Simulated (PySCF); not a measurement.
Stepwise substitution at one centre (In NH2-H). Isolated molecules, 0 K electronic values unless said otherwise. One relaxed conformer stands for each flexible species; it need not be the lowest. Strings in code marks are SMILES.

Calculation: PBE-D3(BJ)/def2-TZVP // CAM-B3LYP-D3(BJ)/def2-TZVP (PySCF). Excitations are Tamm–Dancoff values on a coarser integration grid. The basis has no diffuse functions, so Rydberg states are missing or too high.

```
species                                             T1 excitation (TDA) (eV)  S1–T1 gap (TDA) (eV)  HOMO (eV)  LUMO (eV)  S1 oscillator strength
--------------------------------------------------  ------------------------  --------------------  ---------  ---------  ----------------------
0 of 3 NH2 replaced by H (`[NH2][In]([NH2])[NH2]`)                      3.62                     ?      -5.26      -1.43                   0.013
1 of 3 NH2 replaced by H (`[NH2][InH][NH2]`)                            3.91                     ?      -5.19      -1.03                   0.001
2 of 3 NH2 replaced by H (`[InH2][NH2]`)                                3.53                  1.36      -5.66      -1.76                   0.094
3 of 3 NH2 replaced by H                                                   –                     –          ?          ?                       –
```

Question: What belongs in the gaps?

Answer: 
- 0 of 3 NH2 replaced by H (`[NH2][In]([NH2])[NH2]`), S1–T1 gap (TDA) (eV): 0.43
- 1 of 3 NH2 replaced by H (`[NH2][InH][NH2]`), S1–T1 gap (TDA) (eV): 0.40
- 3 of 3 NH2 replaced by H, HOMO (eV): -7.00
- 3 of 3 NH2 replaced by H, LUMO (eV): -2.64
